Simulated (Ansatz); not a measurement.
`[NH2][Al]([SH])[SH]`, charge 0, multiplicity 1.

(1) Give a relaxed structure at PBE0-D4/def2-TZVP (Ansatz 0.2.0). (Best estimate.)

## Answers

(1) Ansatz gave: 
```xyz
8

N    -1.390   -0.066    0.639
Al    0.215   -0.168   -0.072
S     1.250    1.589   -0.856
S     1.205   -2.109   -0.176
H    -1.938    0.774    0.727
H    -1.894   -0.853    1.013
H     0.247    2.421   -0.528
H     2.305   -1.588   -0.746
```
Point group Cs.
